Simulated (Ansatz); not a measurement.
Geometry optimisation, RKS PBE0-D4/def2-SVP (Ansatz).

The input (input.yaml):

```yaml
crystal:
  periodic: [false, false, false]
  atoms:
    - { symbol: "N", position_ang: [-0.77428, 1.4292, -0.6283] }
    - { symbol: In, position_ang: [0.22063, -0.18892, 0.16391] }
    - { symbol: O, position_ang: [1.87853, 0.19668, 1.11878] }
    - { symbol: S, position_ang: [-0.68426, -2.42911, 0.21697] }
    - { symbol: H, position_ang: [-0.93964, 1.31135, -1.62456] }
    - { symbol: H, position_ang: [-0.1492, 2.22474, -0.53327] }
    - { symbol: H, position_ang: [2.28123, -0.54621, 1.56728] }
    - { symbol: H, position_ang: [-1.83301, -1.99772, -0.28082] }
basis:
  gaussian: { orbitals: def2-SVP }
hamiltonian:
  xc: pbe0
  dispersion: d4
relax:
  f_tol: 0.015
  max_steps: 40
output:
  orbitals: {}
```

Run as:

```bash
$ ansatz run input.yaml --threads 1 --pin off --max-ram 2048MiB --backend cpu --events-out ev --progress --plain --runs-dir out
```

Question: Where does it end, and by what steps?

Answer: The forces met the threshold. After 7 steps the energy has fallen by 0.070 eV; H5 moved furthest, 0.34 Å.

| step | energy less start (eV) | largest force component (eV/Å) | accepted |
| --- | --- | --- | --- |
| 0 | 0.0000 | 0.980 | yes |
| 1 | -0.0086 | 1.055 | yes |
| 2 | -0.0453 | 0.527 | yes |
| 3 | -0.0070 | 0.780 | no |
| 4 | -0.0674 | 0.222 | yes |
| 5 | -0.0687 | 0.120 | yes |
| 6 | -0.0698 | 0.091 | yes |
| 7 | -0.0702 | 0.015 | yes |

```xyz
8
Properties=species:S:1:pos:R:3
N -0.681 1.442 -0.607
In 0.244 -0.167 0.202
O 1.943 0.187 1.188
S -0.682 -2.384 0.225
H -1.231 1.271 -1.446
H -0.070 2.238 -0.776
H 2.278 -0.592 1.646
H -1.799 -1.996 -0.431
```

Run time: 45 s on 1 thread of Arm Neoverse V1, on a shared host, peak memory 0.2 GiB.
